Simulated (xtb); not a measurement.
C2H4O2, charge +1, doublet, geometry from GFN2-xTB (a state made from the parent by changing its charge; the spin is typed, not shown lowest); GFN2-xTB in xtb.

xtb was given this input:
```
$ xtb mol.xyz --gfn 2 --chrg 1 --uhf 1 --hess --json

# file mol.xyz
8

C     -1.32042707    -0.34233683     0.10969151
C      0.16773184     0.07655207    -0.03935270
O      1.01383999    -0.61812188     0.59301465
O      0.22080451     1.02845262    -0.76494638
H     -2.00780565     0.29290902    -0.45854172
H     -1.37266535    -1.36484274    -0.28366076
H     -1.54266230    -0.24051275     1.17890456
H      1.96214867    -0.37549092     0.51671879
```

The log (banner, timings and long lists left out):

```
   ID    Z sym.   atoms
    1    6 C      1, 2
    2    8 O      3, 4
    3    1 H      5-8

           -------------------------------------------------
          |                Calculation Setup                |
           -------------------------------------------------

           -------------------------------------------------
          |                 G F N 2 - x T B                 |
           -------------------------------------------------

          ...................................................
          :                      SETUP                      :
          :.................................................:
          :  # basis functions                  20          :
          :  # atomic orbitals                  20          :
          :  # shells                           12          :
          :  # electrons                        23          :
          :  max. iterations                   250          :
          :  Hamiltonian                  GFN2-xTB          :
          :  restarted?                      false          :
          :  GBSA solvation                  false          :
          :  PC potential                    false          :
          :  electronic temp.          300.0000000     K    :
          :  accuracy                    1.0000000          :
          :  -> integral cutoff          0.2500000E+02      :
          :  -> integral neglect         0.1000000E-07      :
          :  -> SCF convergence          0.1000000E-05 Eh   :
          :  -> wf. convergence          0.1000000E-03 e    :
          :  Broyden damping             0.4000000          :
          :  net charge                          1          :
          :  unpaired electrons                  1          :
          ...................................................

 iter      E             dE          RMSdq      gap      omega  full diag
   1    -14.0057572 -0.140058E+02  0.441E+00    5.99       0.0  T
   2    -14.0283119 -0.225547E-01  0.268E+00    5.09       1.0  T
   3    -14.0288319 -0.519909E-03  0.127E+00    5.27       1.0  T
   4    -14.0314497 -0.261783E-02  0.388E-01    5.13       1.0  T
   5    -14.0320875 -0.637828E-03  0.129E-01    5.11       1.0  T
   6    -14.0321001 -0.125365E-04  0.339E-02    5.14       1.0  T
   7    -14.0321024 -0.237105E-05  0.167E-02    5.13       2.1  T
   8    -14.0321029 -0.438478E-06  0.332E-03    5.13      10.6  T
   9    -14.0321029 -0.700944E-08  0.129E-03    5.13      27.3  T
  10    -14.0321029 -0.512659E-08  0.384E-04    5.13      92.0  T
  11    -14.0321029 -0.278821E-09  0.531E-05    5.13     666.0  T

   *** convergence criteria satisfied after 11 iterations ***

         :::::::::::::::::::::::::::::::::::::::::::::::::::::
         ::                     SUMMARY                     ::
         :::::::::::::::::::::::::::::::::::::::::::::::::::::
         :: total energy             -13.895001028574 Eh    ::
         :: gradient norm              0.000049035694 Eh/a0 ::
         :: HOMO-LUMO gap              5.130149202738 eV    ::
         ::.................................................::
         :: SCC energy               -14.032102432840 Eh    ::
         :: -> isotropic ES            0.142147534574 Eh    ::
         :: -> anisotropic ES         -0.006422447807 Eh    ::
         :: -> anisotropic XC          0.002665772014 Eh    ::
         :: -> dispersion             -0.002224229115 Eh    ::
         :: repulsion energy           0.137101404266 Eh    ::
         :: add. restraining           0.000000000000 Eh    ::
         :: total charge               1.000000000000 e     ::
         :::::::::::::::::::::::::::::::::::::::::::::::::::::

           -------------------------------------------------
          |                Numerical Hessian                |
           -------------------------------------------------
step length          :   0.00500
SCC accuracy         :   0.30000
Hessian scale factor :   1.00000
frozen atoms in %    :   0.00000    0
RMS gradient         :   0.00005
estimated CPU  time      0.00 min

writing file <hessian>.

 projected vibrational frequencies (cm⁻¹)
eigval :       -0.00    -0.00    -0.00    -0.00     0.00     0.00
eigval :      140.77   336.97   519.31   546.65   635.65   767.09
eigval :      869.74   937.23  1105.20  1175.88  1227.39  1280.81
eigval :     1347.79  1791.56  2904.90  2942.37  2964.25  3248.18
           -------------------------------------------------
          |                Property Printout                |
           -------------------------------------------------

    * Orbital Energies and Occupations

         #    Occupation            Energy/Eh            Energy/eV
      -------------------------------------------------------------
         1        2.0000           -1.0288113             -27.9954
         2        2.0000           -1.0083243             -27.4379
         3        2.0000           -0.9367269             -25.4896
         4        2.0000           -0.8895619             -24.2062
         5        2.0000           -0.8716868             -23.7198
         6        2.0000           -0.8551273             -23.2692
         7        2.0000           -0.8207746             -22.3344
         8        2.0000           -0.7696723             -20.9438
         9        2.0000           -0.7572055             -20.6046
        10        2.0000           -0.7397756             -20.1303
        11        2.0000           -0.7360906             -20.0300
        12        1.0000           -0.6856816             -18.6583 (HOMO)
        13                         -0.4971520             -13.5282 (LUMO)
        14                         -0.2400771              -6.5328
        15                         -0.1177301              -3.2036
        16                         -0.0836203              -2.2754
        17                         -0.0478461              -1.3020
[...]
     2   6 C    3.924 --     4 O    1.741     3 O    1.355     1 C    0.787
     3   8 O    2.392 --     2 C    1.355     8 H    0.792     4 O    0.196
     4   8 O    2.275 --     2 C    1.741     1 C    0.235     3 O    0.196
     5   1 H    0.963 --     1 C    0.931
     6   1 H    0.954 --     1 C    0.882
     7   1 H    0.954 --     1 C    0.882
     8   1 H    0.828 --     3 O    0.792
 ---------------------------------------------------------------------------

Topologies differ in total number of bonds
Writing topology from bond orders to xtbtopo.mol

molecular dipole:
                 x           y           z       tot (Debye)
 q only:       -0.406      -0.663       0.463
   full:       -0.196      -0.621       0.455       2.019
molecular quadrupole (traceless):
                xx          xy          yy          xz          yz          zz
 q only:        9.156       0.635      -4.719       1.063       0.480      -4.436
  q+dip:        9.830       0.826      -5.335       0.897       1.616      -4.495
   full:       10.068       1.077      -5.526       0.700       2.003      -4.542

           -------------------------------------------------
          |               Frequency Printout                |
           -------------------------------------------------
 projected vibrational frequencies (cm⁻¹)
eigval :       -0.00    -0.00    -0.00    -0.00     0.00     0.00
eigval :      140.77   336.97   519.31   546.65   635.65   767.09
eigval :      869.74   937.23  1105.20  1175.88  1227.39  1280.81
eigval :     1347.79  1791.56  2904.90  2942.37  2964.25  3248.18
Molecule has the following symmetry elements: (sigma)
It seems to be the Cs point group
 reduced masses (amu)
   1: 12.89   2: 11.48   3: 13.84   4: 11.89   5: 12.52   6: 14.54   7:  2.09   8: 10.85
   9: 12.04  10:  6.90  11:  5.49  12: 10.78  13:  5.12  14:  3.86  15:  6.71  16:  5.68
  17:  2.89  18:  8.75  19:  1.55  20: 13.19  21:  1.49  22:  2.05  23:  1.69  24:  1.85
 IR intensities (km·mol⁻¹)
   1:  2.40   2: 17.64   3:  8.45   4:  8.32   5: 17.33   6:  1.31   7:  0.00   8: 20.19
   9: 69.21  10: 23.50  11:219.68  12: 72.26  13: 89.45  14:  8.42  15:203.76  16:293.99
  17: 38.72  18: 15.91  19: 53.74  20:437.52  21:149.58  22: 74.98  23: 97.42  24:263.96
 Raman intensities (Ä⁴*amu⁻¹)
   1:  0.00   2:  0.00   3:  0.00   4:  0.00   5:  0.00   6:  0.00   7:  0.00   8:  0.00
   9:  0.00  10:  0.00  11:  0.00  12:  0.00  13:  0.00  14:  0.00  15:  0.00  16:  0.00
  17:  0.00  18:  0.00  19:  0.00  20:  0.00  21:  0.00  22:  0.00  23:  0.00  24:  0.00
 output can be read by thermo (or use thermo option).
 writing <g98.out> molden fake output.
 recommended (thermochemical) frequency scaling factor: 1.0
           -------------------------------------------------
          |             Thermodynamic Functions             |
           -------------------------------------------------

cs  symmetry found (for desy threshold:  0.10E+00) used in thermo

          ...................................................
          :                      SETUP                      :
          :.................................................:
          :  # frequencies                          18      :
          :  # imaginary freq.                       0      :
          :  linear?                             false      :
          :  only rotor calc.                    false      :
          :  symmetry                               cs      :
          :  rotational number                       1      :
          :  scaling factor                  1.0000000      :
          :  rotor cutoff                   50.0000000 cm⁻¹ :
          :  imag. cutoff                  -20.0000000 cm⁻¹ :
          :.................................................:

    mode    ω/cm⁻¹     T·S(HO)/kcal·mol⁻¹    T·S(FR)/kcal·mol⁻¹   T·S(vib)
   ------------------------------------------------------------------------
       1    140.77    -0.83283 ( 98.43%)    -0.74934 (  1.57%)    -0.83152
   ------------------------------------------------------------------------

   temp. (K)  partition function   enthalpy   heat capacity  entropy
                                   cal/mol     cal/K/mol   cal/K/mol   J/K/mol
 298.15  VIB   3.32                 1164.282      9.507      6.284
         ROT  0.350E+05              888.752      2.981     23.777
         INT  0.116E+06             2053.035     12.488     30.060
         TR   0.450E+27             1481.254      4.968     38.181
         TOT                        3534.2886    17.4559    68.2407   285.5189

       T/K    H(0)-H(T)+PV         H(T)/Eh          T*S/Eh         G(T)/Eh
   ------------------------------------------------------------------------
    298.15    0.563225E-02    0.619981E-01    0.324233E-01    0.295747E-01
   ------------------------------------------------------------------------

         :::::::::::::::::::::::::::::::::::::::::::::::::::::
         ::                  THERMODYNAMIC                  ::
         :::::::::::::::::::::::::::::::::::::::::::::::::::::
         :: total free energy         -13.865426286926 Eh   ::
         ::.................................................::
         :: total energy              -13.895001028579 Eh   ::
         :: zero point energy           0.056365830303 Eh   ::
         :: G(RRHO) w/o ZPVE           -0.026791088651 Eh   ::
         :: G(RRHO) contrib.            0.029574741653 Eh   ::
         :::::::::::::::::::::::::::::::::::::::::::::::::::::

           -------------------------------------------------
          | TOTAL ENERGY              -13.895001028579 Eh   |
          | TOTAL ENTHALPY            -13.833002950912 Eh   |
          | TOTAL FREE ENERGY         -13.865426286926 Eh   |
          | GRADIENT NORM               0.000048856931 Eh/α |
          | HOMO-LUMO GAP               5.130151969699 eV   |
           -------------------------------------------------

normal termination of xtb
```
